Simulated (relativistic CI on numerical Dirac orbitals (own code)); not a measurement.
# Pr LIX: sensitivity of the levels to the model

Base calculation: Dirac-Coulomb-Breit CI, separate exchange-only KLI orbitals for each configuration, a model potential for QED.

CI space: 1s, 2s, 2p, 3s, 3p, 3d, 4s, 4p, 4d, 4f, 5s, 5p, 5d, 5f, 5g, 6s, 6p, 6d. Levels of other configurations are missing.

Variants: (1) QED terms removed; (2) non-relativistic limit. Shifts of the energy above 1s 2S_1/2, in eV, for the lowest level and the first level of each name with at least 55 % of one term (blank where a level changes its place among those of its configuration and J or its character, or is not in the variant):

```
     Level     Base   Δ(1)     Δ(2)
 1s 2S_1/2      0.0    0.0      0.0
2p 2P°_1/2  37121.0  +58.0  -1601.9
 2s 2S_1/2  37131.0  +48.8  -1611.7
2p 2P°_3/2  37743.1  +57.1  -2224.1
3p 2P°_1/2  44192.1  +58.4  -2095.1
 3s 2S_1/2  44195.1  +55.7  -2098.0
 3d 2D_3/2  44376.7  +58.6  -2279.7
3p 2P°_3/2  44377.1  +58.1  -2280.1
 3d 2D_5/2  44432.8  +58.4  -2335.8
4p 2P°_1/2  46640.9  +58.5  -2241.6
 4s 2S_1/2  46642.1  +57.4  -2242.8
 4d 2D_3/2  46718.4  +58.6  -2319.1
4p 2P°_3/2  46718.6  +58.4  -2319.3
4f 2F°_5/2  46742.1  +58.6  -2342.8
 4d 2D_5/2  46742.2  +58.5  -2342.9
4f 2F°_7/2  46753.8  +58.5  -2354.5
5p 2P°_1/2  47763.3  +58.5  -2298.4
 5s 2S_1/2  47763.9  +57.9  -2299.0
 5d 2D_3/2  47802.8  +58.6  -2337.9
5p 2P°_3/2  47802.9  +58.5  -2338.0
5f 2F°_5/2  47815.0  +58.6  -2350.1
 5d 2D_5/2  47815.0  +58.5  -2350.1
```
